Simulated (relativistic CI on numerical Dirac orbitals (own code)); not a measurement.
# Transition arrays of I XI

Computed by Dirac-Coulomb-Breit CI, KLI orbitals optimised for each configuration, QED by a radiative potential, valence Slater integrals scaled by 0.9, whole transition arrays (own radial code, finite nucleus).

Configuration list (outside the closed core [Ar] 3d10 4s2): 4p⁶4d⁷, 4p⁶4d⁶4f, 4p⁵4d⁸, 4p⁶4d⁶5p, 4p⁶4d⁶5f. Levels of other configurations are missing.

All E1 lines from the levels of 4p⁶4d⁷; mean and standard deviation are weighted by gf, and upper levels are sorted by their leading configuration.

| Upper configuration | Lines | Σgf | Mean (eV) | Mean (nm) | σ (eV) | Strongest line (nm) |
| --- | --- | --- | --- | --- | --- | --- |
| 4p⁶4d⁶4f | 3081 | 1187.8 | 107.59 | 11.524 | 3.61 | 11.509 |
| 4p⁵4d⁸ | 206 | 35.5 | 110.69 | 11.201 | 5.23 | 11.187 |
| 4p⁶4d⁶5p | 1722 | 91.7 | 88.66 | 13.984 | 2.30 | 14.220 |
| 4p⁶4d⁶5f | 2825 | 31.4 | 145.21 | 8.538 | 2.54 | 8.487 |

Σgf per state of the lower configuration in bins of 0.2 nm over the central range (centre: value): 8.5: 0.14, 8.7: 0.07, 10.7: 0.07, 10.9: 0.27, 11.1: 0.76, 11.3: 1.51, 11.5: 5.86, 11.7: 1.15, 11.9: 0.17, 12.1: 0.10, 13.5: 0.06, 13.7: 0.14, 13.9: 0.23, 14.1: 0.29.

Task: How do configuration mixing and the scaling of the Slater integrals move the arrays?

Result: Slater scale 0.9, no configuration mixing: 4p⁶4d⁶4f 104.6 ± 4.1 eV (Σgf 954.2), 4p⁵4d⁸ 94.1 ± 7.2 eV (Σgf 203.9), 4p⁶4d⁶5p 88.4 ± 2.1 eV (Σgf 115.2), 4p⁶4d⁶5f 144.7 ± 2.4 eV (Σgf 1.4); Slater scale 1: 4p⁶4d⁶4f 109.7 ± 3.9 eV (Σgf 1221.9), 4p⁵4d⁸ 112.7 ± 6.8 eV (Σgf 21.9), 4p⁶4d⁶5p 88.8 ± 2.5 eV (Σgf 90.4), 4p⁶4d⁶5f 145.3 ± 2.8 eV (Σgf 38.0); Slater scale 0.8: 4p⁶4d⁶4f 105.2 ± 3.4 eV (Σgf 1115.5), 4p⁵4d⁸ 108.8 ± 3.5 eV (Σgf 89.7), 4p⁶4d⁶5p 88.5 ± 2.1 eV (Σgf 89.4), 4p⁶4d⁶5f 145.1 ± 2.3 eV (Σgf 26.1). With mixing, levels are counted to their leading configuration, so an array can shrink or vanish into another, and the sums then hold other lines.
